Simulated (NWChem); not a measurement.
System: InCl$_{3}$; SMILES [Cl][In]([Cl])[Cl]

Input file for NWChem:

```
start job
memory heap 200 mb stack 900 mb global 1100 mb
geometry units angstroms noautosym nocenter noautoz
  In     0.000000     0.000000     0.000000
  Cl     1.609854    -1.671806     0.000000
  Cl    -2.252754    -0.558271     0.000000
  Cl     0.642900     2.230077     0.000000
end
basis spherical
  * library def2-svpd
end
ecp
  In library def2-ecp
end
dft
  xc pbe0
  iterations 150
end
property
  response 1 0.0
end
task dft property
```

NWChem printed, in part:

```
             Northwest Computational Chemistry Package (NWChem) 7.3.0
             --------------------------------------------------------

                             Geometry "geometry" -> ""
                             -------------------------

 Output coordinates in angstroms (scale by  1.889725989 to convert to a.u.)

  No.       Tag          Charge          X              Y              Z
 ---- ---------------- ---------- -------------- -------------- --------------
    1 In                  49.0000     0.00000000     0.00000000     0.00000000
    2 Cl                  17.0000     1.60985400    -1.67180600     0.00000000
    3 Cl                  17.0000    -2.25275400    -0.55827100     0.00000000
    4 Cl                  17.0000     0.64290000     2.23007700     0.00000000

 Effective nuclear repulsion energy (a.u.)     683.9165898706

                                 NWChem DFT Module
                                 -----------------

 Summary of "ao basis" -> "ao basis" (spherical)
 ------------------------------------------------------------------------------
       Tag                 Description            Shells   Functions and Types
 ---------------- ------------------------------  ------  ---------------------
 In                        def2-svpd                12       32   5s4p3d
 Cl                        def2-svpd                11       27   5s4p2d

            General Information
            -------------------
          SCF calculation type: DFT
          Wavefunction type:  closed shell.
          No. of atoms     :     4
          No. of electrons :    72
           Alpha electrons :    36
            Beta electrons :    36
          Charge           :     0
          Spin multiplicity:     1
          Use of symmetry is: off; symmetry adaption is: off
          Maximum number of iterations: 150
          AO basis - number of functions:   113
                     number of shells:    45
          Convergence on energy requested:  1.00D-06
          Convergence on density requested:  1.00D-05
          Convergence on gradient requested:  5.00D-04

              XC Information
              --------------
                         PBE0 Method XC Functional
                     Hartree-Fock (Exact) Exchange  0.250
          PerdewBurkeErnzerhof Exchange Functional  0.750
            Perdew 1991 LDA Correlation Functional  1.000 local
           PerdewBurkeErnz. Correlation Functional  1.000 non-local

             Grid Information
             ----------------
          Grid used for XC integration:  medium
          Radial quadrature: Mura-Knowles
          Angular quadrature: Lebedev.
          Tag              B.-S. Rad. Rad. Pts. Rad. Cut. Ang. Pts.
          ---              ---------- --------- --------- ---------
          In                  1.55      123          12.0       590
          Cl                  1.00       88          13.0       590
          Grid pruning is: on
          Number of quadrature shells:   387
          Spatial weights used:  Erf1

      Superposition of Atomic Density Guess
      -------------------------------------

 Sum of atomic energies:       -1596.03750060

      Non-variational initial energy
      ------------------------------

 Total energy =   -1567.576887
 1-e energy   =   -2954.068029
 2-e energy   =    1028.166312
 HOMO         =      -0.449165
 LUMO         =      -0.094828

   convergence    iter        energy       DeltaE   RMS-Dens  Diis-err
 ---------------- ----- ----------------- --------- --------- ---------
 d= 0,ls=0.0,diis     1  -1569.9388690175 -1.93D+03  1.62D-02  5.22D-01
 d= 0,ls=0.0,diis     2  -1569.9055476508  3.33D-02  8.47D-03  6.84D-01
 d= 0,ls=0.0,diis     3  -1570.0118813058 -1.06D-01  9.99D-04  1.32D-02
 d= 0,ls=0.0,diis     4  -1570.0136252428 -1.74D-03  1.55D-04  2.37D-04
 d= 0,ls=0.0,diis     5  -1570.0136586214 -3.34D-05  3.10D-05  1.19D-05
  Resetting Diis
 d= 0,ls=0.0,diis     6  -1570.0136602617 -1.64D-06  5.33D-06  2.00D-07
 d= 0,ls=0.0,diis     7  -1570.0136602889 -2.72D-08  1.48D-06  6.42D-09

         Total DFT energy =    -1570.013660288893
      One electron energy =    -2954.435982163797
           Coulomb energy =     1127.163197348461
    Exchange-Corr. energy =     -101.065706337369
 Nuclear repulsion energy =      358.324830863811

 Numeric. integr. density =       71.999999968706

                       DFT Final Molecular Orbital Analysis
                       ------------------------------------

 Vector   34  Occ=2.000000D+00  E=-3.558761D-01
              MO Center= -4.7D-01, -6.5D-01,  1.5D-08, r^2= 5.7D+00
   Bfn.  Coefficient  Atom+Function         Bfn.  Coefficient  Atom+Function
  ----- ------------  ---------------      ----- ------------  ---------------
    72      0.430378  3 Cl py                69      0.339849  3 Cl py
    45      0.329362  2 Cl py                42      0.263338  2 Cl py
    99      0.198512  4 Cl py                66      0.195334  3 Cl py
    44      0.169761  2 Cl px                96      0.164229  4 Cl py
    39      0.151437  2 Cl py                41      0.130139  2 Cl px

[...]

 DFT Linear Response polarizability / au
 Frequency  =       0.0000000 / au
              X              Y              Z
 -----------------------------------------------
 X      87.5689719      0.0000960      0.0000005
 Y       0.0000960     87.5689639     -0.0000013
 Z       0.0000005     -0.0000013     55.0108955
 -----------------------------------------------
 Eigenvalues =      87.5690640     87.5688718     55.0108955
 Isotropic   =      76.7162771
 Anisotropic =      32.5580724
 -----------------------------------------------

 Magnetic Dipole Response Matrix (nonzero elements):

 Exiting AOResponse driver routine
```

Level: PBE0/def2-SVPD with def2 effective core potentials on In. The geometry was optimised at PBE0/def2-SVP. No frequency run checked for a minimum. def2 effective core potentials on In; no spin-orbit coupling.
